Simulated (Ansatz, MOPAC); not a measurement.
System: MgCl$_{2}$ (charge 0, singlet). SMILES: [Cl][Mg][Cl]

Atoms: Mg1, Cl2, Cl3. Bonds: Mg1-Cl2, Mg1-Cl3.

Bond lengths (Å) and angles (degrees) optimised at AM1 with MOPAC; PM3 with MOPAC; PM7 with MOPAC; MNDO with MOPAC; PBE/6-31G* with Ansatz (a program for electronic structure); B3LYP/6-31G* with Ansatz, each started from the B3LYP-D3(BJ)/def2-TZVP structure (Ansatz) of the last column. A row stands for all coordinates that are equal there. 6-31G* holds six Cartesian d functions. No wavenumbers were computed at MNDO, PBE/6-31G*, so these may be saddle points.

```tsv
coordinate	AM1	PM3	PM7	MNDO	PBE/6-31G*	B3LYP/6-31G*	B3LYP-D3(BJ)/def2-TZVP
Mg1-Cl2	2.177	1.886	2.129	2.184	2.200	2.193	2.176
Cl2-Mg1-Cl3	180.0	180.0	180.0	180.0	180.0	180.0	180.0
```

Mean signed difference of all 2 bond lengths from B3LYP-D3(BJ)/def2-TZVP: AM1 0.001 Å, PM3 -0.290 Å, PM7 -0.046 Å, MNDO 0.009 Å, PBE/6-31G* 0.025 Å, B3LYP/6-31G* 0.017 Å.
